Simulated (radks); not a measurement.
Polarisability of the cobalt ion Co8+, [Ar] 3d1, at imaginary frequency. Calculated with a radial shooting solver on a logarithmic mesh with Libxc functionals: scalar-relativistic Kohn-Sham, LB94 model potential, spin-unpolarised, spherical densities, finite nucleus; Fermi nuclear charge, rms radius 3.7875 fm. Response by self-consistent Sternheimer equations with the Hartree and adiabatic LDA kernel, the relativistic mass of each level held fixed and spin-orbit coupling left out.

w (hartree),alpha1(iw) (bohr^3)
0.00266,0.4483
0.0143,0.4483
0.0360,0.4483
0.0697,0.4481
0.118,0.4477
0.186,0.4467
0.280,0.4447
0.413,0.4406
0.605,0.4321
0.892,0.4148
1.35,0.3798
2.12,0.3137
3.59,0.2113
6.94,0.1004
17.5,0.02680

Static values: alpha1 = 0.4483 bohr^3 (0.06643 angstrom^3; uncoupled 0.6810). C6 = 0.5229, triple-dipole C9 = 0.1682 atomic units. One-pole (London) frequency 4 C6 / (3 alpha1^2) = 3.469 hartree, against 6.755 for minus the highest occupied eigenvalue.
